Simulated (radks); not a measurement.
The numbers below are computed, except where a source is named.
Question: All-electron atom: Zn+ in [Ar] 3d10 4s(up 1, down 0). Level of theory: non-relativistic Kohn-Sham, BLYP, spin-polarised, spherical densities, point nucleus (a radial shooting solver on a logarithmic mesh with Libxc functionals). Some entries of the table are withheld. Estimate them.

| orbital | occ. | eigenvalue (Ry) | <r^2> (bohr^2) |
|---|---|---|---|
| 1s up | 1 | -692.1667 | 0.003499 |
| 1s down | 1 | -692.1633 | 0.003500 |
| 2s up | 1 | -83.91901 | 0.06223 |
| 2s down | 1 | -83.91877 | 0.06223 |
| 2p up | 3 | -74.06511 | 0.04883 |
| 2p down | 3 | -74.06420 | 0.04883 |
| 3s up | 1 | -9.87337 | (1) |
| 3s down | 1 | -9.87096 | (2) |
| 3p up | 3 | (3) | (4) |
| 3p down | 3 | (5) | (6) |
| 3d up | 5 | -1.47619 | 1.083 |
| 3d down | 5 | -1.46358 | 1.054 |
| 4s up | 1 | -1.04556 | 6.725 |
| 4s down | 0 | -0.98150 | 6.905 |

Answer: 
(1) 3s up <r^2> (bohr^2): 0.5539
(2) 3s down <r^2> (bohr^2): 0.5533
(3) 3p up eigenvalue (Ry): -6.74640
(4) 3p up <r^2> (bohr^2): 0.6107
(5) 3p down eigenvalue (Ry): -6.74290
(6) 3p down <r^2> (bohr^2): 0.6093
